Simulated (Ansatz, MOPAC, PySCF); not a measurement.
Species: H₇SiN₃O (charge 0, singlet). SMILES: N[Si](N)(N)O
Structure (B3LYP-D3(BJ)/def2-TZVP (Ansatz, an electronic-structure program) minimum search):
```xyz
12

N     -0.8475     1.3838    -0.5632
Si    -0.0011     0.0044    -0.0139
N     -1.1967    -1.1833     0.2732
N      0.9196    -0.0129     1.4433
O      1.1050    -0.1937    -1.2296
H     -1.6142     1.7785    -0.0458
H     -0.3994     2.0570    -1.1619
H     -0.9787    -2.0404     0.7541
H     -1.9672    -1.2921    -0.3655
H      1.7672     0.5298     1.5030
H      0.4419    -0.0250     2.3311
H      1.7983    -0.8347    -1.0569
```
Charge 0, spin multiplicity 1.

Quantity: size of the dipole moment, in D. Terms: six Cartesian d functions in 6-31G* and its kin unless marked 5d; no spin-orbit coupling; no dispersion term unless named; 6-311+G** with 5d, 6d on Na to Ar in Ansatz; non-relativistic. First-principles rows: single points at B3LYP-D3(BJ) geometries (Ansatz). Semi-empirical rows: dipoles at the shared geometry.

| level | program | size of the dipole moment (D) |
|---|---|---|
| AM1 | MOPAC | 1.47 |
| PM6 | MOPAC | 1.76 |
| MNDO | MOPAC | 1.36 |
| PBE/def2-SVP | Ansatz | 1.42 |
| B3LYP/STO-3G | Ansatz | 1.12 |
| B3LYP/6-31G* | Ansatz | 1.55 |
| B3LYP/6-31G** | Ansatz | 1.53 |
| B3LYP/6-311+G** | Ansatz | 1.54 |
| M06-2X/6-31G* (5d) | PySCF | 1.59 |
| M06-2X/6-311+G** | PySCF | 1.57 |

No value to compare with is used here. The 10 habitual levels span 1.12 (B3LYP/STO-3G) to 1.76 D (PM6).

The levels are drawn from those run, B3LYP/6-31G* more often than the rest, none by its result; left out are runs that failed, that the program found above a lower state of the same kind, or whose <S^2> lies over 0.5 above the pure value.
